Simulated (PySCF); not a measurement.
## `C=C[C@@H]1C[C@H]1[GeH2][PH2]`, C₅H₁₁GeP

Geometry (Å), atoms numbered from 1 in this order:
```xyz
18

C    -1.9729    0.0853   -2.2461
C    -1.8407   -0.0868   -0.9411
C    -0.6344   -0.6181   -0.2957
C    -0.7519   -1.4291    0.9607
C    -0.1870   -0.0466    1.0314
Ge    1.7280    0.2375    1.3366
P     2.3851    2.3214    0.6094
H    -1.1816   -0.1672   -2.9330
H    -2.8738    0.4823   -2.6804
H    -2.6496    0.1770   -0.2711
H     0.1485   -0.9126   -0.9884
H    -1.7393   -1.6003    1.3650
H    -0.0810   -2.2679    1.0794
H    -0.8411    0.7107    1.4496
H     2.0294    0.0956    2.8128
H     2.4565   -0.9263    0.6888
H     3.7335    1.9902    0.6361
H     2.2635    1.9612   -0.7256
```

Method used: TDDFT CAM-B3LYP/def2-SVPD circular dichroism and optical rotation, one conformer, gas phase in PySCF. Geometry: GFN2-xTB.

The molecule is flexible and this is one conformer; a measurement averages over conformers. The calculation is non-relativistic, which matters for the atoms heavier than Zn.

**Question.** Assign R or S to each stereocentre.

**Answer.** C3 S, C5 R.

**Question.** List the lowest 16 singlet excitations with oscillator and rotatory strengths.

**Answer.** Rotatory strengths R in 10⁻⁴⁰ esu² cm², velocity form and length form (origin at the centre of mass); f in length form.
```csv
state,E (eV),λ (nm),f,R (velocity),R (length),main
1,6.76,184,0.019,+25.8,+25.0,"HOMO−1→LUMO+3 0.37, HOMO−1→LUMO+5 0.33"
2,6.77,183,0.037,-136.3,-131.5,"HOMO−1→LUMO 0.49, HOMO−1→LUMO+1 0.23"
3,6.79,183,0.373,+394.6,+390.7,"HOMO→LUMO+2 0.35, HOMO−1→LUMO+1 0.24"
4,6.90,180,0.180,+126.1,+117.9,"HOMO→LUMO 0.30, HOMO→LUMO+2 0.21"
5,6.98,178,0.358,-328.7,-328.3,"HOMO−1→LUMO+1 0.28, HOMO→LUMO+2 0.27"
6,6.99,177,0.0007,0.0,0.0,"HOMO→LUMO+1 0.35, HOMO→LUMO+3 0.28"
7,7.09,175,0.019,-10.8,-9.1,"HOMO→LUMO 0.23, HOMO→LUMO+3 0.21"
8,7.44,167,0.008,-6.6,-6.2,"HOMO→LUMO+1 0.20, HOMO→LUMO+4 0.20"
9,7.48,166,0.007,+7.3,+7.2,"HOMO−1→LUMO+4 0.24, HOMO−1→LUMO+2 0.20"
10,7.63,162,0.006,+0.4,+0.7,"HOMO→LUMO+6 0.51, HOMO→LUMO+4 0.24"
11,7.71,161,0.057,-23.0,-22.7,HOMO−2→LUMO 0.68
12,7.77,160,0.017,-6.3,-6.7,"HOMO→LUMO+5 0.48, HOMO→LUMO+3 0.21"
13,7.86,158,0.018,+12.9,+12.9,"HOMO−1→LUMO+2 0.23, HOMO−2→LUMO+2 0.20"
14,8.01,155,0.089,-68.5,-65.1,HOMO−2→LUMO+1 0.78
15,8.10,153,0.019,-12.0,-11.9,"HOMO−1→LUMO+8 0.25, HOMO−2→LUMO+2 0.24"
16,8.18,152,0.008,-5.5,-7.2,"HOMO→LUMO+7 0.42, HOMO→LUMO+9 0.11"
```

Among the states computed, the strongest CD band (largest |R|) is state 3. The largest dissymmetry factor in size, g = 4R/(D+G), with D and G the electric and magnetic dipole strengths, is -0.038 for state 2 (velocity form, f = 0.037), among bands with |R| over 0.5. The mirror image has the same energies and oscillator strengths and all R with the opposite sign.
